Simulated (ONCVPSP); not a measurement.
## silicon, ONCV: configuration errors across variants

Si, optimised norm-conserving Vanderbilt (ONCV), made with ONCVPSP 4.0.1 (PW91, scalar-relativistic). Core [Ne], reference 3s2 3p1 (charge +1). Waves: 3s: rc 1.50 bohr, ncon 4, nbas 8, qcut 3.9 1/bohr, 2 projectors, debl 2.3 Ha; 3p: rc 1.55 bohr, ncon 4, nbas 9, qcut 4.8 1/bohr, 2 projectors, debl 3.9 Ha. Local part: polynomial inside 1.25 bohr (lpopt 4, dvloc0 0 Ha). Core correction: Teter function, fcfact 4.25, rcfact 1.8.

All-electron excitation energies from the reference (eV): (1) 3s2 3p2 -7.782; (2) 3s2 3p0 16.054; (3) 3s1 3p0 50.096; (4) 3s0 3p4 6.016.

3 further variants failed, have other tests or another functional or relativity, and are left out.

A true bound ghost makes a file unfit for plane-wave use even where its test errors are small: the radial tests pick states by their node count and pass the ghost by.

Errors AE − PS in meV (a dash: test not solved or not reliable):

```csv
change,(1),(2),(3),(4),bound ghosts,GHOST(+) flags above zero
base,-7.4,-41,-324,-27,none,s
"local potential polynomial inside 1.25 bohr (lpopt 4, dvloc0 6 Ha)",-7.5,-41,-324,-27,none,none
"core correction Teter function, fcfact 5.5, rcfact 1.8",-10,-53,-403,-34,none,s
"core correction Teter function, fcfact 4.25, rcfact 1.1",+0.4,+2.5,+64,+1.8,none,s
"core correction Teter function, fcfact 3.7, rcfact 1.8",-6.1,-35,-288,-23,none,s
p: rc 1.3,-7.5,-41,-329,-19,p,"s, p"
```

(1) Give the same row for: s: nproj 3.

Answers

(1) -7.5, -41, -324, -27; bound ghosts: s; GHOST(+) flags above zero: s.
